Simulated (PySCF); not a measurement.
## Working out the ionisation energy of Sb²⁺

Sb²⁺ [Kr] 4d10 5s2 5p1 (2P) → Sb³⁺ [Kr] 4d10 5s2 (1S). Computed with PySCF 2.14 in aug-cc-pwCVDZ-PP with ECP28MDF, with scalar relativity through the core potential. Frozen: 4s2 4p6 4d10. Energies in hartree (1 hartree = 27.21139 eV):

```tsv
part	Sb²⁺ (lower)	Sb³⁺ (upper)
UHF	-238.369896	-237.483622
CCSD correlation	-0.043810	-0.035016
(T)	-0.000427	0.000000
```

What does Hartree-Fock give?

(-237.483622) − (-238.369896) = 0.886274 hartree = 24.117 eV.

What do CCSD and CCSD(T) give?

The CCSD correlation energies differ by 0.008794 hartree = 0.239 eV and the triples by 0.000427 hartree = 0.012 eV, so CCSD gives 24.356 eV and CCSD(T) 24.368 eV.

Reference: 25.323 eV (measured; NIST Atomic Spectra Database, ionization energies), between the lowest levels; spin-orbit coupling is absent from the calculation.

A double-zeta basis recovers only part of the correlation energy.

What remains against the reference includes basis incompleteness, the frozen core and higher excitations.
